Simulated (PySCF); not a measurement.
Unknown compound

An unknown has the formula C3H10B2O2. Its calculated NMR data are:

$^{1}$H NMR (400 MHz, computed): δ 5.26 (br, 2H), 4.42 (sept, J = 6.9 Hz, 1H), 4.41 (br, 1H), 1.22 (d, J = 6.9 Hz, 6H).

$^{13}$C{$^{1}$H} NMR (computed): δ 66.6, 25.6.

PySCF 2.14.0 with density-fitted response routines calculation with σ from GIAO-KT3/pcSseg-1, J: B3LYP/pcJ-1 (spin–dipole term only in couplings to heteroatoms) and coordinates at the PBE0-D3(BJ)/def2-SVP level; no solvent model, averaged over atoms made equivalent by symmetry, fast rotation or ring inversion, relativity neglected, one conformer.

Chemical shifts δ = σref − σ; $^{1}$H (σref 31.32), $^{13}$C (σref 182.31) against TMS, all at this level.

Task: What is the structure?

Result: 
1. 2 carbon signals for 3 carbons: some carbons are equivalent by symmetry or fast rotation.
2. Carbon types of the structure: 1 × CH, 2 × CH3, leaving 3 H on heteroatoms.
3. δC 66.6: sp3 CH bonded to O; deshielded by the electronegative neighbour.
4. δC 25.6: methyl carbon; a saturated carbon with 1 carbon neighbour and no heteroatom attached.
5. δH 5.26: hydrogen on a boron bonded to O.
6. δH 4.42: hydrogen on an sp3 CH bonded to O; its carbon carries O, an electronegative neighbour.
7. δH 4.41: hydrogen on a boron bonded to 2 O.
8. δH 1.22: hydrogen on a methyl carbon.
9. The protons at 4.42 and 1.22 share a coupling of 6.9 Hz (vicinal).

Structure: `InChI=1S/C3H10B2O2/c1-3(2)6-5-7-4/h3,5H,4H2,1-2H3`.

This is the structure that produced the data.

Hydrogens on boron are broadened and split by $^{11}$B (spin 3/2, 80 %) and 10B (spin 3). Splittings below 1 Hz are ignored in the labels, and close J values are merged. Unscaled 3J(H,H) at this level run about 10 % above measured values. Shifts are as computed, not scaled to solution data. Of 1211 compounds with measured shifts, 218 miss one by over three times the rms of a fit or turn the order of signals round; such compounds aren't used in these exercises.
